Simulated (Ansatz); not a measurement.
`[NH]=[W](=[NH])([Cl])[Cl]` and `[NH]=[W](=[NH])([NH2])[Cl]` differ in one atom or group.

Ansatz, PBE0-D4/def2-TZVP geometries, multiplicity 1. Each molecule was computed in one conformer, which needn't be the lowest.

Elements past krypton have def2 core potentials.

```json
{"property": "HOMO–LUMO gap (B3LYP/def2-TZVPP) / eV", "`[NH]=[W](=[NH])([Cl])[Cl]`": "5.42"}
{"property": "HOMO–LUMO gap (ωB97M-V/def2-TZVPP) / eV", "`[NH]=[W](=[NH])([Cl])[Cl]`": "10.10"}
{"property": "LUMO energy (PBE0/def2-TZVPP) / eV", "`[NH]=[W](=[NH])([Cl])[Cl]`": "-2.36"}
{"property": "LUMO energy (B3LYP/def2-TZVPP) / eV", "`[NH]=[W](=[NH])([Cl])[Cl]`": "-2.56"}
{"property": "size of the dipole moment (B3LYP/def2-TZVPP) / D", "`[NH]=[W](=[NH])([Cl])[Cl]`": "2.56"}
{"property": "ideal-gas entropy at 298 K and 1 bar (rigid rotor, harmonic PBE0-D4/def2-TZVP) / J/(mol·K)", "`[NH]=[W](=[NH])([Cl])[Cl]`": "356"}
```

(1) Give the same properties after the change, and the shifts. (Best estimate.)

## Answers

(1) Ansatz gave: 
| property | `[NH]=[W](=[NH])([NH2])[Cl]` | shift |
| --- | --- | --- |
| HOMO–LUMO gap (B3LYP/def2-TZVPP) / eV | 6.09 | 0.67 |
| HOMO–LUMO gap (ωB97M-V/def2-TZVPP) / eV | 10.81 | 0.71 |
| LUMO energy (PBE0/def2-TZVPP) / eV | -1.13 | 1.23 |
| LUMO energy (B3LYP/def2-TZVPP) / eV | -1.34 | 1.22 |
| size of the dipole moment (B3LYP/def2-TZVPP) / D | 3.17 | 0.61 |
| ideal-gas entropy at 298 K and 1 bar (rigid rotor, harmonic PBE0-D4/def2-TZVP) / J/(mol·K) | 360 | 4 |

With PBE0 the HOMO rises by 0.56 eV and the LUMO rises by 1.23 eV, so the gap widens by about 0.67 eV. PBE moves the HOMO by 0.50 eV and ωB97M-V by 0.54 eV. The zero-point energy changes by 64.3 kJ/mol with +6 modes. Dipoles are sizes alone; their direction can turn.

B3LYP here is the variant with VWN-RPA as its local correlation; programs differ in this.
